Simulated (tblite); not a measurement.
C4H8N2Si2.
Atom-mapped SMILES: `[CH2:1]=[N:2][SiH2:3][SiH2:4]/[CH:5]=[CH:6]\[C:7]#[N:8]` (hydrogens: H9, H10 on C1; H11, H12 on Si3; H13, H14 on Si4; H15 on C5; H16 on C6)

Computed with GFN2-xTB (tblite), gas phase: L-BFGS steps from a force-field or distance-geometry start until the largest atomic force falls under 0.01 eV/Å.

The end geometry, which sets the zero of energy:
```
atom  x, y, z in Å
C1      1.7316    1.5403    0.7120
N2      1.6528    0.5425   -0.0346
Si3     1.5301   -1.1524    0.2095
Si4    -0.6545   -1.6134   -0.4113
C5     -1.5647   -0.0166   -0.8548
C6     -1.7919    0.9708    0.0171
C7     -1.3851    0.8861    1.3595
N8     -1.0438    0.8274    2.4547
H9      1.7300    2.5350    0.2712
H10     1.8041    1.5018    1.8007
H11     2.5356   -1.6436   -0.7347
H12     1.8514   -1.6819    1.5429
H13    -0.7772   -2.4686   -1.5992
H14    -1.4455   -2.2524    0.6486
H15    -1.8903    0.1376   -1.8756
H16    -2.2904    1.8965   -0.2500
```

Task: These geometries come from the run, each turned onto the end geometry. Order them by energy, lowest first.
A.
```
atom  x, y, z in Å
C1      1.6716    1.5360    0.6917
N2      1.6448    0.5247   -0.0380
Si3     1.5533   -1.1734    0.1927
Si4    -0.6537   -1.6192   -0.3716
C5     -1.5030    0.0018   -0.8475
C6     -1.7263    0.9947    0.0196
C7     -1.4064    0.8667    1.3772
N8     -1.1819    0.7362    2.4959
H9      1.6200    2.5169    0.2265
H10     1.7317    1.5175    1.7806
H11     2.5203   -1.6134   -0.8121
H12     1.9409   -1.7266    1.5011
H13    -0.8283   -2.5067   -1.5304
H14    -1.4597   -2.1758    0.7179
H15    -1.7609    0.1871   -1.8802
H16    -2.1702    1.9425   -0.2674
```
B.
```
atom  x, y, z in Å
C1      2.3397    1.4955    0.4245
N2      1.9699    0.5161   -0.2554
Si3     1.7403   -1.1576    0.0607
Si4    -0.5549   -1.4341   -0.1254
C5     -1.3421    0.2156   -0.6032
C6     -2.2439    0.9053    0.1062
C7     -2.7702    0.4865    1.3456
N8     -3.2080    0.2078    2.3737
H9      2.3278    2.4877   -0.0202
H10     2.6893    1.4400    1.4599
H11     2.4976   -1.7770   -1.0277
H12     2.2982   -1.6365    1.3346
H13    -0.9333   -2.3896   -1.1793
H14    -1.2031   -1.8982    1.1031
H15    -0.9889    0.6797   -1.5161
H16    -2.6264    1.8679   -0.2251
```
C.
```
atom  x, y, z in Å
C1      2.9820    1.4741    0.2761
N2      2.1013    0.6784   -0.1077
Si3     1.7679   -0.9837    0.2251
Si4    -0.5300   -1.1769    0.1704
C5     -1.3953    0.4466   -0.2681
C6     -2.6555    0.7423    0.0592
C7     -3.5436   -0.1064    0.7499
N8     -4.3345   -0.7399    1.2892
H9      2.9866    2.4935   -0.1030
H10     3.7852    1.2261    0.9745
H11     2.4073   -1.6299   -0.9262
H12     2.4193   -1.5441    1.4230
H13    -0.9246   -2.1192   -0.8885
H14    -1.1151   -1.6171    1.4393
H15    -0.8375    1.1835   -0.8359
H16    -3.1213    1.6817   -0.2214
```
D.
```
atom  x, y, z in Å
C1      2.9551    1.4865    0.2756
N2      1.9392    0.8327   -0.0295
Si3     1.6631   -0.8662    0.2308
Si4    -0.5797   -1.2211    0.1802
C5     -1.3635    0.4294   -0.3122
C6     -2.6170    0.7612    0.0004
C7     -3.4373   -0.1520    0.6810
N8     -4.0321   -0.9580    1.2449
H9      2.9921    2.5576    0.0994
H10     3.8664    1.0655    0.7074
H11     2.2830   -1.5982   -0.8610
H12     2.2127   -1.3211    1.5036
H13    -0.9241   -2.1933   -0.8656
H14    -1.1203   -1.6937    1.4588
H15    -0.7523    1.1766   -0.8110
H16    -3.0932    1.7033   -0.2468
```
E.
```
atom  x, y, z in Å
C1      1.6192    1.5287    0.6674
N2      1.6344    0.5181   -0.0656
Si3     1.5733   -1.1800    0.1496
Si4    -0.6574   -1.6159   -0.3378
C5     -1.4444    0.0236   -0.8422
C6     -1.6797    1.0106    0.0271
C7     -1.4701    0.8433    1.4070
N8     -1.3364    0.6824    2.5377
H9      1.5580    2.5150    0.2085
H10     1.6961    1.5161    1.7575
H11     2.5155   -1.6288   -0.8776
H12     1.9784   -1.7345    1.4478
H13    -0.8578   -2.5386   -1.4621
H14    -1.4406   -2.1336    0.7890
H15    -1.6325    0.2188   -1.8916
H16    -2.0639    1.9838   -0.2587
```

Result: A (0.010 eV), E (0.018 eV), B (0.080 eV), C (0.173 eV), D (0.306 eV).

In the order of the answer:

| step | E above end (eV) | largest force (eV/Å) | rms force component (eV/Å) | rms distance from end (Å) | rms bond change (Å) | bond most changed (Å) |
| --- | --- | --- | --- | --- | --- | --- |
| 187 | 0.010 | 0.19 | 0.054 | 0.094 | 0.002 | C6–C7 -0.005 |
| 183 | 0.018 | 0.20 | 0.050 | 0.173 | 0.003 | Si3–Si4 +0.007 |
| 143 | 0.080 | 0.48 | 0.089 | 0.865 | 0.002 | C6–C7 +0.005 |
| 27 | 0.173 | 0.10 | 0.040 | 1.526 | 0.004 | N2–Si3 +0.011 |
| 6 | 0.306 | 0.44 | 0.132 | 1.512 | 0.014 | Si3–Si4 -0.046 |

What follows is the cost of the whole relaxation. Time: 1.8 s of wall time. Hardware: one thread of an Arm Neoverse V1, no GPU (shared host).
